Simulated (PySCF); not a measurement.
C9H6N4, SMILES C1=CC2=NC=CC3=NC=NC(=C1)N23.

Coordinates come from a B3LYP-D3(BJ)/def2-SVP optimisation.

Two levels are set side by side: PBE/def2-SVP (PySCF) and HF/def2-SVP (PySCF). Same geometry, gas phase. Differences are taken from unrounded values.

```csv
quantity,HF
orbital gap (eV),8.50
highest occupied level (eV),-7.32
lowest empty level (eV),1.19
dipole moment (D),1.35
mean polarisability (bohr³),117.8
```

**Question.** What does PBE give, and how far is it from HF? (An estimate is asked for; the answer gives what the named calculation found.)

**Answer.** 
```csv
quantity,PBE,PBE minus HF
orbital gap (eV),1.80,-6.71
highest occupied level (eV),-4.90,2.42
lowest empty level (eV),-3.10,-4.29
dipole moment (D),1.28,-0.07
mean polarisability (bohr³),125.2,7.5
```

PBE's occupied levels lie high since its potential decays too fast outside the molecule; exact exchange lowers them and widens the gap. PBE's more diffuse valence density responds more strongly to a field. Differences between two approximate levels are no errors against the true value.

Rough cost on one machine, each run with all the roots and properties that it gave: HF against PBE about 1/2.
